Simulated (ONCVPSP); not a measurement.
## Configuration tests for beryllium (ONCV)

beryllium, optimised norm-conserving Vanderbilt (ONCV), made with ONCVPSP 4.0.1 (LDA (Perdew-Wang 92), scalar-relativistic). Core none, reference 1s2 2s2. Waves: 1s+2s: rc 0.70 bohr, ncon 5, nbas 8, qcut 13.6 1/bohr, 2 projectors; p scattering state at 0.09 Ha: rc 0.65 bohr, ncon 3, nbas 7, qcut 14 1/bohr, 2 projectors, debl 1 Ha; d scattering state at 0.27 Ha: rc 0.55 bohr, ncon 4, nbas 9, qcut 19.8 1/bohr, 1 projector. Local part: polynomial inside 0.40 bohr (lpopt 5, dvloc0 0 Ha). Core correction: none.

Energies are relative to the spin-unpolarised reference configuration 1s2 2s2; without spin polarisation the order of configurations can differ from experiment.

```
valence configuration  charge  ΔE all-electron (eV)  error AE − PS (meV)
              1s2 2s0      +2                27.286                 +2.8
          1s2 2s1 2p1       0                 3.518                 +0.8
```

Problem. What are ΔE and the potential's error for 1s2 2s1.5?

Solution. ΔE = 3.748 eV all-electron; the error (AE − PS) is +0.1 meV.

Problem. What are ΔE and the potential's error for 1s2 2s1?

Solution. ΔE = 9.513 eV all-electron; the error (AE − PS) is +0.4 meV.
